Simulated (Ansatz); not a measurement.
Relaxation of KNa₄⁺ with RKS PBE/def2-SVP.

```sh
$ ansatz run in.yaml --threads 4 --pin off --events-out ev --progress --plain --max-ram 4787MiB
```

```yaml
crystal:
  periodic: [false, false, false]
  atoms:
    - {symbol: Na, position_ang: [1.391000, -3.423080, 0.002690]}
    - {symbol: Na, position_ang: [1.668350, 3.289150, -0.316060]}
    - {symbol: Na, position_ang: [-1.392500, 3.389720, -0.116560]}
    - {symbol: Na, position_ang: [-1.647680, -3.259700, 0.396360]}
    - {symbol: K, position_ang: [-0.019180, 0.003910, 0.033560]}
basis:
  gaussian: {orbitals: def2-SVP}
total_charge: 1
hamiltonian: {xc: pbe}
scf: {lower_state_search: "off"}
output: {orbitals: {seedname: orbitals}}
relax: {f_tol: 0.02, max_steps: 100}
```

Hardware: 4 threads of Arm Neoverse V2 on a shared host. Wall time 3.4 s.

Positions (Å) and forces (eV/Å) at steps 1, 2, 4 of 4:

```xyz
5
step=1 energy=-33958.7089 eV
Na    1.391   -3.423    0.003    0.217   -0.176   -0.020
Na    1.668    3.289   -0.316    0.230    0.154   -0.026
Na   -1.393    3.390   -0.117   -0.228    0.200    0.001
Na   -1.648   -3.260    0.396   -0.240   -0.175    0.040
K    -0.019    0.004    0.034    0.021   -0.003    0.005
5
step=2 energy=-33958.7820 eV
Na    1.400   -3.524    0.007    0.167   -0.125   -0.016
Na    1.685    3.388   -0.323    0.176    0.108   -0.019
Na   -1.405    3.494   -0.122   -0.175    0.142    0.002
Na   -1.668   -3.361    0.405   -0.183   -0.122    0.030
K    -0.014    0.003    0.033    0.015   -0.002    0.003
5
step=4 energy=-33958.8824 eV
Na    1.449   -3.858    0.022    0.002   -0.003    0.000
Na    1.759    3.713   -0.344    0.002    0.002    0.000
Na   -1.466    3.838   -0.136   -0.002    0.003    0.000
Na   -1.753   -3.694    0.438   -0.002   -0.003    0.001
K     0.011    0.001    0.021    0.000    0.000   -0.001
```

The restricted singlet is unstable towards broken spin symmetry in Hartree–Fock (as tested in another run); at PBE/def2-SVP this wasn't settled. Another isomer (singlet) lies 0.09 eV lower at PBE0/def2-TZVP; other spin states weren't run for this one.
